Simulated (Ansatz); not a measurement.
H3As, charge -1, doublet, at the geometry of the source list (a state made from the parent by changing its charge; the spin is typed, not shown lowest) (a gas-phase anion, which may not be bound at this level); BLYP/6-31G* in Ansatz (an electronic-structure program).

The Ansatz input:
Ansatz 0.2 input:
```yaml
crystal:
  periodic: [false, false, false]
  atoms:
    - {symbol: As, position_ang: [0.00400000, -0.00260000, 0.65880000]}
    - {symbol: H, position_ang: [-0.72090000, -0.97200000, -0.22550000]}
    - {symbol: H, position_ang: [-0.48990000, 1.11570000, -0.20830000]}
    - {symbol: H, position_ang: [1.20680000, -0.14110000, -0.22500000]}
basis:
  gaussian:
    orbitals: 6-31G*
hamiltonian:
  xc: blyp
total_charge: -1
magnetization: {spin_polarized: true, initial_magnetization: 1}
accuracy: high
```

Output, abridged:

```
Functional definition: BLYP
714 factors; integrals over basis functions are off by at most 3.9e-9 eV
mean field evaluation 1: about -60879.2035 eV, gradient 1.8e1 eV
mean field evaluation 2: about -60878.6215 eV, gradient 2.4e1 eV
mean field evaluation 4: about -60879.7504 eV, gradient 3.3e0 eV
mean field evaluation 8: about -60879.8713 eV, gradient 3.3e-1 eV
mean field evaluation 16: about -60879.8646 eV, gradient 4.4e-1 eV
mean field evaluation 32: about -60879.8675 eV, gradient 3.2e-8 eV
mean field -60879.86746657 eV, -2237.2938635401 hartree, gradient 3.2e-8 eV, S^2 0.751343; 3 other end points of the search recorded, 0 dependent functions left out
reference -60879.86750724 eV, -2237.2938650349 hartree; 19, 18 occupied and 22, 23 virtual orbitals, 714 factors
Total energy: -60879.86750724 eV, -2237.2938650349 hartree
```
